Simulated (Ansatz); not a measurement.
`FC(F)(F)c1cnc(-c2cnc(-c3cnc(-c4cnc(C(F)(F)F)nc4)nc3)nc2)nc1`. Charge 0, multiplicity 1. Geometry r2SCAN-D4/def2-SVP, basis def2-SVP, Ansatz.

```xyz
40

F     7.3257    5.8012    1.5112
C     7.4636    4.7698    0.6632
F     7.7958    5.2795   -0.5351
F     8.4987    4.0238    1.0802
C     6.2045    3.9578    0.5841
C     6.2284    2.5888    0.2937
N     5.1145    1.8734    0.1865
C     3.9514    2.5210    0.3729
C     2.7141    1.7329    0.2527
C     2.7291    0.3590   -0.0475
N     1.6156   -0.3566   -0.1533
C     0.4531    0.2905    0.0396
C    -0.7836   -0.4988   -0.0753
C    -2.0556    0.0739    0.1033
N    -3.1741   -0.6353    0.0001
C    -3.0438   -1.9414   -0.2858
C    -4.2833   -2.7322   -0.4022
C    -4.2643   -4.1065   -0.6957
N    -5.3827   -4.8217   -0.8092
C    -6.5222   -4.1560   -0.6304
C    -7.8000   -4.9819   -0.7157
F    -8.8379   -4.2401   -1.1069
F    -7.6684   -5.9998   -1.5689
F    -8.0908   -5.4931    0.4945
N    -6.6745   -2.8670   -0.3332
C    -5.5526   -2.1569   -0.2209
N    -1.8824   -2.5898   -0.4745
C    -0.7683   -1.8739   -0.3698
N     0.3239    1.5971    0.3290
C     1.4423    2.3054    0.4329
N     3.8239    3.8266    0.6665
C     4.9430    4.5342    0.7719
H     7.1805    2.0621    0.1534
H     3.6846   -0.1550   -0.2019
H    -2.1442    1.1411    0.3361
H    -3.3084   -4.6224   -0.8378
H    -5.6409   -1.0923    0.0219
H     0.1879   -2.3875   -0.5208
H     1.3527    3.3719    0.6688
H     4.8445    5.5978    1.0223
```

```tsv
run	HOMO (eV)	LUMO (eV)
A	-5.91	-3.90
B	-6.35	-3.90
C	-7.58	-3.24
D	-8.57	-2.16
```

Single mean-field runs in def2-SVP are fitted with def2-universal-jkfit.

Problem. The runs used CAM-B3LYP, PBE, PBE0, r2SCAN. Estimate which is which.

Solution. A PBE (0 % exact exchange); B r2SCAN (0 % exact exchange); C PBE0 (25 % exact exchange); D CAM-B3LYP (range-separated). Exact exchange lowers occupied and raises empty levels; among semilocal functionals meta-GGAs tend to open the gap a little, and such runs are hard to tell apart. The gap grows from 2.00 eV (PBE) to 6.41 eV (CAM-B3LYP).
